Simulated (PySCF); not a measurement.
PBE on Cs⁻ (caesium, charge -1), [Xe] 6s2, closed-shell 1S. All numbers are calculated (PySCF 2.14, a scalar-relativistic core potential, in def2-TZVPPD with the def2 core potential (46 electrons) (5s4p3d1f, 39 functions)).

```
cycle= 1 E= -20.163890324701  delta_E= -0.00238  |g|= 0.0233  |ddm|= 0.895
cycle= 2 E= -20.1643710699205  delta_E= -0.000481  |g|= 0.0162  |ddm|= 0.469
cycle= 3 E= -20.1647471762266  delta_E= -0.000376  |g|= 0.000188  |ddm|= 0.184
cycle= 4 E= -20.1647472555432  delta_E= -7.93e-08  |g|= 1.44e-05  |ddm|= 0.00353
cycle= 5 E= -20.1647472561642  delta_E= -6.21e-10  |g|= 9.72e-07  |ddm|= 0.000337
converged SCF energy = -20.1647472561642  <S^2> = -2.6645353e-15  2S+1 = 1
```

Highest occupied orbital energy: 0.757 eV; ⟨L²⟩ = 0.00; populations by l: s 4.00, p 6.00, d 0.00, f 0.00.

**Question.** Can this result be used?

**Answer.** With care. The calculation finished and met its thresholds. Energies and moments cover only the electrons outside the core potential. Spin-orbit coupling, which splits the p, d and f shells strongly at this Z, is absent. At PBE the highest occupied level has a positive energy, so only the finite basis holds that electron; in a semilocal or global hybrid functional this comes from self-interaction and does not mean that the real anion is unbound.
